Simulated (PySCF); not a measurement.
## Zr: electron affinity

Zr⁻ [Kr] 4d3 5s2 (4F) → Zr [Kr] 4d2 5s2 (3F), as a difference of total energies. Calculation: PySCF 2.14, in aug-cc-pwCVTZ-PP with ECP28MDF; scalar relativity through the core potential. Correlated levels: valence and next inner shell: nothing frozen outside the core potential. The calculations carry no spin-orbit coupling.

Q: Order these methods by the electron affinity they give, lowest first.
A. CCSD(T) (valence and next inner shell)
B. UHF
C. MP2 (valence and next inner shell)
D. SCS-MP2 (valence and next inner shell)

A: D (-0.414 eV), B (-0.205 eV), C (-0.064 eV), A (0.352 eV).

The reference lies between the lowest fine-structure levels, while these numbers refer to the centres of the terms.

Errors of the correlated levels include the incompleteness of this basis.

A negative affinity means that the anion lies above the atom at that level of theory.

The coupled-cluster amplitudes are large for Zr⁻ (T1 above 0.03 or a double amplitude above 0.15), so a single reference is strained.

For comparison: 0.433 eV (measured; photodetachment measurements, as compiled on the Wikipedia data page of electron affinities).
